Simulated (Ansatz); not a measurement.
Z-matrix (Å, degrees):
```
Si
N 1 1.719
H 1 1.494 2 114.4
H 1 1.486 2 107.6 3 120.0
H 1 1.486 2 107.6 3 -120.0
C 2 1.453 1 128.0 3 -77.4
C 2 1.453 1 128.0 3 77.4
S 6 1.829 2 91.8 1 166.0
H 6 1.094 2 114.2 1 -77.3
H 6 1.096 2 115.1 1 50.4
H 7 1.096 2 115.1 1 -50.4
H 7 1.094 2 114.2 1 77.3
```

Charge 0, multiplicity 1.

Problem. List the PBE/def2-TZVPP orbital energies in eV (Ansatz). (Best estimate.)

Solution. The calculation gave: Occupied: -2395.75, -1779.78, -380.67, -270.67, -270.67, -208.67, -154.85, -154.76, -154.53, -137.50, -94.25, -94.23, -94.21, -23.66, -18.28, -17.61, -14.13, -13.61, -11.90, -11.30, -10.98, -10.23, -8.78, -8.49, -8.44, -7.61, -5.79, -5.11. Lowest empty: -1.38, -0.74, 0.36, 0.68, 0.71, 0.85, 1.37, 1.77.
